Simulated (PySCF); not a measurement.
SiCl₄: calculation against measurement

Isolated SiCl₄, optimised in PySCF with density fitting and no spin–orbit coupling; def2 sets carry scalar-relativistic core potentials from Rb on. It is a singlet of Td symmetry: B3LYP/def2-SVP Si–Cl 2.049 Å (×4).

Counting electrons, silicon keeps none of its valence electrons outside its bonds, so the VSEPR class is AX4 and the expected shape is tetrahedral (Td), as computed.

Problem. The measured mean polarisability is 11.269 Å³ (NIST CCCBDB Release 22 (SRD 101), experimental polarizabilities). What do the calculations give?

Solution. B3LYP/def2-SVP 7.88 Å³. Basis sets without diffuse functions underestimate polarisabilities.
